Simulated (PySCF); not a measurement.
Electronic structure of Sn (tin, neutral) at the UHF level

Configuration: [Kr] 4d10 5s1 5p2 6s1, high-spin 5P determinant (an excited configuration). All numbers are calculated (PySCF 2.14, a scalar-relativistic core potential, in aug-cc-pVTZ-PP with one added diffuse shell each of d, f type with ECP28MDF (6s5p5d3f, 67 functions)).

```json
{"Total energy": "-213.038366 hartree", "One-electron energy": "-372.1944 hartree", "Hartree (Coulomb) energy": "176.2453 hartree", "Exchange energy": "-17.0892 hartree", "⟨S²⟩": "6.0033", "⟨L²⟩": "2.055", "Sum of ⟨r⟩": "32.70 bohr", "Sum of ⟨r²⟩": "93.79 bohr²", "Traceless quadrupole moment −½Σ⟨3z² − r²⟩ along its main axis": "0.576 e·bohr²"}
```

```tsv
shell	electrons	mean orbital energy (eV)	spread (eV)	rms radius, mean of both spins (bohr)
4s α	1	-164.44	0	0.879
4s β	1	-163.77	0	0.879
4p α	3	-115.03	0.175	0.952
4p β	3	-114.63	0.542	0.952
4d α	5	-40.575	0.422	1.17
4d β	5	-40.086	0.644	1.17
5s α	1	-20.545	0	2.50
5p α	2	-11.144	0	3.09
6s α	1	-2.876	0	6.91
```

Energies and moments cover only the electrons outside the core potential. The outer electron is Rydberg-like, and this basis confines it to a smaller radius and binds it less than a complete one would.
